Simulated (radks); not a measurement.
Values are calculated unless marked as measured or tabulated.
Q: Ionisation of As, [Ar] 3d10 4s2 4p3, to As+, [Ar] 3d10 4s2 4p2, under several functionals. Scalar-relativistic Kohn-Sham, spin-polarised, spherical densities, finite nucleus; open shells are filled with parallel spins first; a radial shooting solver on a logarithmic mesh with Libxc functionals. The NIST Atomic Spectra Database gives 9.789 eV (measured). Rank these functionals by the error of their Delta-SCF ionisation energy: exchange-only PBE; r2SCAN; LDA (Slater exchange, VWN5 correlation); AM05; LDA (Slater exchange, Perdew-Zunger correlation); XLYP.

A: From best to worst: AM05 9.856 eV (+0.067); LDA (Slater exchange, Perdew-Zunger correlation) 9.921 eV (+0.132); XLYP 9.623 eV (-0.166); LDA (Slater exchange, VWN5 correlation) 9.955 eV (+0.167); r2SCAN 10.282 eV (+0.493); exchange-only PBE 9.249 eV (-0.540). Open shells are spherical and high-spin; term and fine-structure splittings are not resolved.
